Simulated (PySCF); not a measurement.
B3LYP has the VWN-RPA correlation part, as in Gaussian. 

# HOS, SMILES `S[O]` (charge 0, multiplicity 2)

Calculation: B3LYP-D3(BJ)/def2-TZVP run with PySCF.

```
Item                                                           Result
-----------------------------  --------------------------------------
highest occupied spin orbital                                -7.11 eV
dipole moment                                                  2.39 D
total energy                                             -474.0314 Ha
cost                           about 23 core-seconds (a rough figure)
```

Bonded distances (Å): O1–S2 1.505, S2–H3 1.377. Angles (°): O1–S2–H3 104.5.
Charge 0, spin multiplicity 2.
